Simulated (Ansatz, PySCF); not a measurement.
Gas-phase reaction (SMILES): [OH][Al]([Cl])[Cl] + N (NH3) -> [NH2][Al]([Cl])[Cl] + O (H2O); ammonia cleaves one Al-O bond, a model of a ligand-exchange step.

Geometries: B3LYP-D3(BJ)/def2-TZVP minima from Ansatz (an electronic-structure program), one conformer each, not searched for the lowest. Cores are frozen in the correlated levels unless marked. Spin-orbit coupling is left out. Non-relativistic. CBS marks a two-point X^-3 extrapolation of the correlation energy; Hartree-Fock from the larger set (for Q and 5 zeta extrapolated as (X+1)exp(-9√X)). Thermal terms are rigid-rotor harmonic-oscillator values from B3LYP-D3(BJ) frequencies (Ansatz or PySCF) at 298.15 K and 1 atm. 1 Eh = 627.5095 kcal/mol.

| species | E, CCSD(T)/CBS(cc-pV(Q+d)Z,cc-pV(5+d)Z) (Ansatz) (Eh) | E, wB97X-V/def2-TZVPD (Ansatz) (Eh) | H - E (Eh) |
|---|---|---|---|
| [OH][Al]([Cl])[Cl] | -1237.54545 | -1238.72936 | 0.02337 |
| N (NH3) | -56.50471 | -56.56167 | 0.03799 |
| [NH2][Al]([Cl])[Cl] | -1217.65884 | -1218.84205 | 0.03578 |
| O (H2O) | -76.37670 | -76.43464 | 0.02495 |

**Question.** Work out ΔE and ΔH at 298.15 K at the first level, then ΔH at the second.

**Answer.** 
1. ΔE = [(-1217.65884) + (-76.37670)] - [(-1237.54545) + (-56.50471)] = 0.01462 Eh = 9.2 kcal/mol at CCSD(T)/CBS(cc-pV(Q+d)Z,cc-pV(5+d)Z).
2. The terms H - E add up to -0.00063 Eh, so ΔH = (0.01462 + (-0.00063))×627.5095 = 8.8 kcal/mol.
3. At wB97X-V/def2-TZVPD the same steps give ΔE = 9.0 and ΔH = 8.6 kcal/mol, a shift of -0.2 from the first level.
4. These values are not checked against measurement here, since the tables used lack a sound gas-phase enthalpy of formation for at least one species.
